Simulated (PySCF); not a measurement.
C₂H₇GaO, SMILES [O]([GaH2])CC. Atoms are numbered in the order given.

```xyz
11

Ga    -0.1236    -1.0885     0.0000
H      0.7343    -2.3882     0.0000
H     -1.6807    -0.9465     0.0000
O      0.9207     0.3627     0.0000
C      0.6396     1.7454     0.0000
C     -0.8380     2.1131     0.0000
H      1.1293     2.1922     0.8859
H      1.1293     2.1922    -0.8859
H     -1.3503     1.7161     0.8919
H     -0.9565     3.2087     0.0000
H     -1.3503     1.7161    -0.8919
```
Charge 0, spin multiplicity 1.

Geometry optimised at TPSSh-D3(BJ)/def2-SVP. Other conformers were not sampled.

Method: PySCF with TPSSh-D3(BJ)/def2-SVP.

Frequencies are harmonic and unscaled.

```csv
mode,ν (cm⁻¹),IR (km/mol),Raman (Å⁴/amu),depolarisation,moving atoms (share of kinetic energy)
1,55,5.1,2.4,0.75,"H 60 %, O 22 %, C 16 %"
2,151,2.7,0.4,0.07,"C 41 %, Ga 21 %, H 20 %, O 18 %"
3,193,2.4,6.5,0.75,"H 80 %, O 18 %"
4,306,1.0,0.4,0.75,H 87 %
5,407,1.2,3.2,0.64,"H 47 %, C 32 %, O 19 %"
6,545,57.2,11.0,0.65,"H 67 %, C 16 %, Ga 10 %"
7,594,62.3,10.9,0.09,"O 56 %, H 17 %, Ga 17 %, C 10 %"
8,599,100.8,0.1,0.75,H 94 %
9,733,169.8,7.9,0.72,H 97 %
10,793,0.4,0.5,0.75,H 92 %
11,912,17.2,10.5,0.75,"H 48 %, C 35 %, O 17 %"
12,1094,26.6,5.0,0.38,"C 59 %, H 36 %"
13,1166,1.3,0.2,0.75,"H 60 %, C 37 %"
14,1173,212.7,7.6,0.28,"C 47 %, O 39 %, H 14 %"
15,1304,0.0,9.8,0.75,H 92 %
16,1385,18.7,3.2,0.58,"H 81 %, C 17 %"
17,1415,34.3,4.3,0.71,"H 74 %, C 24 %"
18,1478,6.0,16.5,0.75,H 97 %
19,1485,0.9,24.6,0.75,H 96 %
20,1507,0.8,13.2,0.53,H 92 %
21,1992,135.6,128.9,0.18,H 99 %
22,2024,157.9,154.2,0.23,H 99 %
23,2996,90.3,201.3,0.10,H 95 %
24,3024,13.2,148.6,0.02,H 97 %
25,3031,35.3,172.3,0.75,"H 90 %, C 10 %"
26,3111,33.5,27.0,0.75,"H 91 %, C 9 %"
27,3113,36.7,98.4,0.63,"H 91 %, C 9 %"
```
